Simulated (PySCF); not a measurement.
A GIAO shielding run with PySCF (density fitting, non-relativistic, gas phase) on SMILES C1C([Si@](C#C)(F)C#CC)C1, C8H9FSi:

```
$ OMP_NUM_THREADS=1 python probes_run.py task.json out

{"job": {"kind": "nmr", "xc": "PBE0", "basis": "pcSseg-1"}, "charge": 0, "multiplicity": 1}
C      1.217208     3.378981     1.035887
C      0.994796     2.420388     0.346596
Si     0.639160     0.943188    -0.710762
F      1.543938     1.093645    -2.049206
C      1.148003    -0.601884     0.152842
C      1.442109    -1.620400     0.725445
C      1.806265    -2.840715     1.404797
C     -1.161964     0.896311    -1.244857
C     -1.925441    -0.400791    -1.258422
C     -2.240919     0.632238    -0.231175
H      1.417601     4.220100     1.635515
H      1.135842    -3.646912     1.107731
H      2.828262    -3.116798     1.147435
H      1.737121    -2.700633     2.483254
H     -1.429366     1.595177    -2.030422
H     -2.634406    -0.567598    -2.055988
H     -1.414830    -1.297022    -0.938303
H     -1.945303     0.442233     0.790209
H     -3.167880     1.179744    -0.318038
```

Hardware: 1 thread of an Arm Neoverse V2, shared host. The job also computes population analyses, field gradients, ring-centre shieldings.

Q: How large is the calculation?

A: 80 electrons, 222 basis functions and 1168 auxiliary functions.

Q: How long does it take, and how much memory does it need?

A: 45 s of wall time, with 14 SCF cycles and 5 response iterations; peak memory 1 GiB. Times on a shared host scatter by some tens of per cent.
